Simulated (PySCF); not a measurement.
C4H5Br, SMILES BrC1=CCC1. Atoms are numbered in the order given.

```xyz
10

Br     0.0042    -1.3552     0.0000
C     -0.0619     0.5258     0.0000
C     -1.0740     1.4233     0.0000
C     -0.1055     2.5963     0.0000
C      1.0571     1.5409     0.0000
H     -2.1699     1.3455     0.0000
H     -0.1371     3.2420    -0.9033
H     -0.1371     3.2420     0.9033
H      1.7006     1.5427    -0.9039
H      1.7006     1.5427     0.9039
```
Charge 0, spin multiplicity 1.

Coordinates come from a PBE-D3(BJ)/def2-SVP optimisation.

Two levels are set side by side: PBE/pcSseg-1 (PySCF) and B3LYP/pcSseg-1 (PySCF). GIAO shifts against TMS (¹H), TMS (¹³C) at the same level; non-relativistic, no solvent, atoms listed together averaged. Without spin–orbit terms, shifts of atoms bonded to Cl or Br come out too high at both levels. Differences are taken from unrounded values.

```tsv
quantity	PBE
δ(¹³C) of C2 (ppm)	145.3
δ(¹³C) of C3 (ppm)	149.2
δ(¹³C) of C4 (ppm)	37.2
δ(¹³C) of C5 (ppm)	48.8
δ(¹H) of H6 (ppm)	6.68
δ(¹H) of H7, H8 (ppm)	3.18
δ(¹H) of H9, H10 (ppm)	3.36
```

Question: These are the PBE values. What does B3LYP give? (Estimate from the structure and the level; the computed values follow.)

Answer: 
```tsv
quantity	B3LYP	PBE minus B3LYP
δ(¹³C) of C2 (ppm)	150.0	-4.7
δ(¹³C) of C3 (ppm)	152.7	-3.5
δ(¹³C) of C4 (ppm)	36.2	1.0
δ(¹³C) of C5 (ppm)	47.6	1.2
δ(¹H) of H6 (ppm)	6.73	-0.05
δ(¹H) of H7, H8 (ppm)	3.12	0.06
δ(¹H) of H9, H10 (ppm)	3.28	0.08
```

Rough cost on one machine, each run with all the roots and properties that it gave: B3LYP against PBE within a factor of 2.
